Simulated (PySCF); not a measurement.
A search over the determinants of Sb₂

Unrestricted PBE0; basis Sb def2-TZVPPD with ECP28; scalar-relativistic core potentials; PySCF 2.14. Outer shells of the fragments: Sb 4d10 5s2 5p3; Sb 4d10 5s2 5p3.

Followed along the bond (rough minima from three points):

```
2Ms+1  unpaired  ⟨S²⟩ at the start  R at minimum (Å)  Te (eV)
    1      none               0.00              2.47     0.00
    3      π ↑↑               2.01              2.66     1.76
    1      π ↑↓               1.01              2.66     1.89
    3      π ↑↑               2.18  none in the scan   ≤ 1.28
    5    π ↑↑↑↑               6.01  none in the scan   ≤ 1.69
```

Solutions found at the starting distance of 2.730 Å, counted from the lowest of them; the search is not exhaustive and high or unbound solutions are not listed, so other states can lie among these:

```json
{"2Ms+1": "1", "unpaired": "none", "term": "¹Σ⁺", "E (eV)": "0.00", "⟨S²⟩": "0.00", "⟨Lz²⟩": "0.00"}
{"2Ms+1": "3", "unpaired": "π ↑↑", "term": "mixed", "E (eV)": "0.77", "⟨S²⟩": "2.18", "⟨Lz²⟩": "2.02"}
{"2Ms+1": "3", "unpaired": "π ↑↑", "term": "mixed", "E (eV)": "1.28", "⟨S²⟩": "2.01", "⟨Lz²⟩": "2.01"}
{"2Ms+1": "5", "unpaired": "π ↑↑↑↑", "term": "⁵Σ⁺", "E (eV)": "1.34", "⟨S²⟩": "6.01", "⟨Lz²⟩": "0.00"}
{"2Ms+1": "1", "unpaired": "π ↑↓", "term": "mixed", "E (eV)": "1.41", "⟨S²⟩": "1.01", "⟨Lz²⟩": "2.02"}
{"2Ms+1": "1", "unpaired": "π ↑↑↓↓", "term": "mixed", "E (eV)": "1.96", "⟨S²⟩": "2.02", "⟨Lz²⟩": "4.05"}
{"2Ms+1": "3", "unpaired": "σ ↑, π ↑", "term": "³Π", "E (eV)": "1.97", "⟨S²⟩": "2.01", "⟨Lz²⟩": "1.01"}
{"2Ms+1": "1", "unpaired": "σ ↓, π ↑", "term": "mixed", "E (eV)": "2.14", "⟨S²⟩": "1.01", "⟨Lz²⟩": "1.01"}
{"2Ms+1": "5", "unpaired": "σ ↑, π ↑↑↑", "term": "⁵Π", "E (eV)": "2.43", "⟨S²⟩": "6.01", "⟨Lz²⟩": "1.01"}
{"2Ms+1": "3", "unpaired": "σ ↑, π ↑↑↓", "term": "mixed", "E (eV)": "2.92", "⟨S²⟩": "3.02", "⟨Lz²⟩": "3.03"}
{"2Ms+1": "3", "unpaired": "σ ↓, π ↑↑↑", "term": "mixed", "E (eV)": "3.00", "⟨S²⟩": "3.02", "⟨Lz²⟩": "1.01"}
{"2Ms+1": "1", "unpaired": "σ ↓, π ↑↑↓", "term": "mixed", "E (eV)": "3.13", "⟨S²⟩": "2.02", "⟨Lz²⟩": "3.03"}
{"2Ms+1": "3", "unpaired": "σ ↑, π ↑", "term": "³Π", "E (eV)": "3.78", "⟨S²⟩": "2.00", "⟨Lz²⟩": "1.01"}
{"2Ms+1": "3", "unpaired": "σ ↑↑", "term": "³Σ⁺", "E (eV)": "4.17", "⟨S²⟩": "2.00", "⟨Lz²⟩": "0.00"}
```

A term symbol is given only where ⟨S²⟩ and ⟨Lz²⟩ are close to those of a pure state; real π, δ and φ orbitals otherwise mix terms, and g/u labels are left off.

Spin–orbit coupling is left out.
